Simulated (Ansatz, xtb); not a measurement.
**Two structures of HNSn**

Structure X: `[N]#[SnH]`, a singlet. Structure Y: a triplet given by its coordinates. Both are isolated molecules in the gas phase, relaxed with r2SCAN-D4/def2-TZVP.

X (Å):

```tsv
atom	x (Å)	y (Å)	z (Å)
N	0.0000	0.0000	-1.7741
Sn	0.0000	0.0000	0.0443
H	0.0000	0.0000	1.7297
```

Y (Å):

```xyz
3

N    -2.2641    0.3871   -0.2643
Sn   -0.7116    1.5632    0.5302
H    -3.2252    0.6083    0.0210
```

Close contacts (Å): N1–Sn2 2.10, N1–H3 1.03.

Task: Which of the two would you expect CCSD(T)/def2-TZVPP electronic energies to favour?

Result: Structure Y; the calculation gives E(Y) − E(X) = −68.9 kJ/mol.

How the difference moves with the method:

```json
{"level": "HF/STO-3G", "geometry": "GFN2-xTB", "E(Y) − E(X) (kJ/mol)": "−262.2", "departure from the last row (kJ/mol)": "−193.3", "job, with rough time for the two": "single point, 3.1 s"}
{"level": "r2SCAN-D4/def2-SVP", "geometry": "GFN2-xTB", "E(Y) − E(X) (kJ/mol)": "−138.4", "departure from the last row (kJ/mol)": "−69.5", "job, with rough time for the two": "single point, 2.8 s"}
{"level": "r2SCAN-D4/def2-TZVP", "geometry": "r2SCAN-D4/def2-TZVP", "E(Y) − E(X) (kJ/mol)": "−113.1", "departure from the last row (kJ/mol)": "−44.2", "job, with rough time for the two": "optimisation, 6.3 min"}
{"level": "HF/def2-TZVPP", "geometry": "r2SCAN-D4/def2-TZVP", "E(Y) − E(X) (kJ/mol)": "−355.7", "departure from the last row (kJ/mol)": "−286.8", "job, with rough time for the two": "part of the CCSD(T) run"}
{"level": "MP2/def2-TZVPP", "geometry": "r2SCAN-D4/def2-TZVP", "E(Y) − E(X) (kJ/mol)": "+19.0", "departure from the last row (kJ/mol)": "+87.9", "job, with rough time for the two": "part of the CCSD(T) run"}
{"level": "CCSD(T)/def2-TZVPP", "geometry": "r2SCAN-D4/def2-TZVP", "E(Y) − E(X) (kJ/mol)": "−68.9", "departure from the last row (kJ/mol)": "", "job, with rough time for the two": "single point, 67 s"}
```

MP2/def2-TZVPP puts the two in the other order. The largest departure from CCSD(T)/def2-TZVPP is that of HF/def2-TZVPP, 286.8 kJ/mol. No reliable frequencies are at hand for Y, so it isn't confirmed as a minimum. At CCSD(T)/def2-TZVPP a singlet with the links of Y lies below this triplet.

The T1 diagnostic of structure X is large, so the coupled-cluster value is less sure. Open shells are spin-unrestricted. The correlated steps freeze 5 core orbitals; the filled d shell of Sn is correlated, in a basis made for valence electrons. Atoms past krypton carry core potentials in the def2 sets, other sets are all-electron and non-relativistic, and no spin–orbit term is included. Run with Ansatz 0.2.0, xtb 6.7.1; the last row on 1 thread of Arm Neoverse V2 on a shared host.
